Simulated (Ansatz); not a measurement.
```yaml
crystal:
  periodic: [false, false, false]
  atoms:
    - {symbol: N, position_ang: [-0.588869, 1.184396, -1.381471]}
    - {symbol: Al, position_ang: [0.782177, 0.679504, -0.399457]}
    - {symbol: Ge, position_ang: [0.192071, -1.145409, 1.181912]}
    - {symbol: F, position_ang: [-1.517779, -1.441744, 0.860072]}
    - {symbol: H, position_ang: [-1.503651, 0.768200, -1.298095]}
    - {symbol: H, position_ang: [-0.588740, 1.903368, -2.086843]}
    - {symbol: H, position_ang: [2.200085, 1.362213, -0.566016]}
    - {symbol: H, position_ang: [0.248780, -0.834919, 2.694636]}
    - {symbol: H, position_ang: [0.864325, -2.521810, 0.978163]}
basis:
  gaussian: {orbitals: 6-31G}
total_charge: -1
magnetization: {spin_polarized: true, initial_magnetization: 1}
hamiltonian: {xc: {name: B2PLYP}, dispersion: d4}
```

```sh
$ ansatz run in.yaml --threads 4 --pin off --events-out ev --progress --plain --max-ram 10444MiB
```

**Question.** How does Ansatz answer? (An estimate is asked.)

**Answer.** The calculation gave: The program refused the input.
```
Error: invalid value for `hamiltonian.dispersion`: no damping is tabulated for this functional; type it, or the functional that lends it
```
